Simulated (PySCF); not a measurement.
Geometry:
| atom | x (Å) | y (Å) | z (Å) |
| --- | --- | --- | --- |
| C1 | 2.577 | -0.827 | -0.699 |
| C2 | 1.447 | 0.148 | -0.389 |
| C3 | 1.866 | 1.164 | 0.667 |
| C4 | 0.196 | -0.616 | 0.030 |
| F5 | -0.122 | -1.513 | -0.983 |
| C6 | -1.051 | 0.212 | 0.337 |
| C7 | -1.461 | 1.100 | -0.833 |
| C8 | -2.194 | -0.707 | 0.761 |
| H9 | 2.263 | -1.568 | -1.446 |
| H10 | 3.460 | -0.297 | -1.087 |
| H11 | 2.887 | -1.371 | 0.209 |
| H12 | 1.202 | 0.689 | -1.320 |
| H13 | 2.811 | 1.649 | 0.382 |
| H14 | 2.028 | 0.677 | 1.644 |
| H15 | 1.117 | 1.958 | 0.807 |
| H16 | 0.439 | -1.224 | 0.923 |
| H17 | -0.796 | 0.854 | 1.198 |
| H18 | -1.627 | 0.492 | -1.735 |
| H19 | -2.397 | 1.633 | -0.607 |
| H20 | -0.698 | 1.857 | -1.070 |
| H21 | -1.907 | -1.336 | 1.618 |
| H22 | -3.081 | -0.125 | 1.050 |
| H23 | -2.476 | -1.376 | -0.065 |

Geometry: PBE0-D3(BJ)/def2-SVP; GIAO shifts from PySCF 2.14.0 with density-fitted response routines, gas phase, non-relativistic, averaged over equivalent atoms.

At KT2/pcSseg-1 (211 basis functions, 91 s wall time on 1 thread of an Arm Neoverse N1, shared host):
```
                  atoms  δ (ppm)
                     C4    102.9
                  C2/C6     33.6
                  C3/C8     20.5
                  C1/C7     17.6
                     F5   -248.2
                    H16     3.65
                H12/H17     1.65
 H9/H10/H11/H18/H19/H20     0.99
H13/H14/H15/H21/H22/H23     0.93
```

Shifts are taken against calculated references (same method and geometry level): 13C (σ = 183.22 ppm), 1H (σ = 31.18 ppm) against TMS; 19F (σ = 138.57 ppm) vs CFCl3.

Estimate the result of repeating the calculation with PBE0/pcSseg-1.

Results:


```
                  atoms  δ at PBE0/pcSseg-1  change
                     C4               101.9    -1.0
                  C2/C6                31.3    -2.3
                  C3/C8                20.2    -0.3
                  C1/C7                17.6    +0.0
                     F5              -225.9   +22.3
                    H16                3.54   -0.11
                H12/H17                1.51   -0.14
 H9/H10/H11/H18/H19/H20                0.98   -0.01
H13/H14/H15/H21/H22/H23                0.92   -0.01
```

Shifts are taken against calculated references (same method and geometry level): 13C (σ = 184.41 ppm), 1H (σ = 31.27 ppm) against TMS; CFCl3 for 19F (σ = 177.25 ppm).

The largest change is at F5 (fluorine on an sp3 carbon). Cost: 211 basis functions, 87 s wall time on 1 thread of an Arm Neoverse N1, shared host. The order of the carbon signals is the same at both levels.

Unscaled 19F shifts against computed CFCl3 carry errors that often reach 10 to 50 ppm.
